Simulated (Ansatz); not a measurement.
```yaml
atoms:
  - { symbol: C, position_ang: [0.6144, 0.7207, 0.0000] }
  - { symbol: C, position_ang: [-0.6144, 0.7207, 0.0000] }
  - { symbol: C, position_ang: [-0.6144, -0.7207, 0.0000] }
  - { symbol: C, position_ang: [0.6144, -0.7207, 0.0000] }
  - { symbol: H, position_ang: [1.3256, 1.4290, 0.0000] }
  - { symbol: H, position_ang: [-1.3256, 1.4290, 0.0000] }
  - { symbol: H, position_ang: [-1.3256, -1.4290, 0.0000] }
  - { symbol: H, position_ang: [1.3256, -1.4290, 0.0000] }
```

Basis set: cc-pVDZ (spherical functions). Frozen core: 4 orbitals. Charge 0, multiplicity 1.

Computed with Ansatz (development build ahead of 0.2.0); each method stands on the lowest determinant of its kind that the runs found. Restricted open shells among the atoms or ions are ROHF, correlated in semicanonical orbitals with singles.

The atomization energy at this shape (free ground-state atoms in the same class of orbitals less the molecule, no zero-point energy) of singlet C₄H₄:

```json
{"method": "RHF-MP2", "atomization energy": "714.44 kcal/mol"}
```

Question: What does RHF give?

Answer: 540.72 kcal/mol. Caution: in another basis set an unrestricted determinant lies well below.
